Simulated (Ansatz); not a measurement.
Reaction (formal exchange of groups at the Si–Ge bond): `F[CH](F)[GeH2][SiH3]` + `OC[SiH2]Cl` → `OC([SiH3])[SiH2]Cl` + `F[CH](F)[GeH3]`

Gas-phase electronic energies from Ansatz, PBE0-D4/def2-TZVP geometries. CCSD(T)/CBS is the MP2 limit (def2-TZVPP, def2-QZVPP) plus CCSD(T) − MP2 in def2-TZVPP, frozen cores. Functionals use def2-TZVPP. B3LYP here is the variant with VWN-RPA as its local correlation; programs differ in this. For Ge outer-core shells are correlated without core-valence functions, which leaves a few kJ/mol of doubt a bond. Scalar relativity is left out up to krypton. One conformer a species, not always the lowest.

```csv
level,ΔE (kcal/mol)
PBE0-D4,7.9
B3LYP-D4,7.0
HF/def2-TZVPP,7.0
MP2/def2-QZVPP,5.7
```

(1) What does CCSD(T)/CBS give? (Best estimate.)

Largest T1 diagnostic among the species: 0.012.

## Answers

(1) Ansatz gave: +6.6 kcal/mol. The listed levels differ from it by 1.3, 0.4, 0.4, -0.9 kcal/mol.

The D4 term adds −1.0 kcal/mol with B3LYP and −0.5 kcal/mol with PBE0; it sums over pairs of atoms, weighted by their polarisabilities, and B3LYP, whose exchange is more repulsive, gets the larger term.
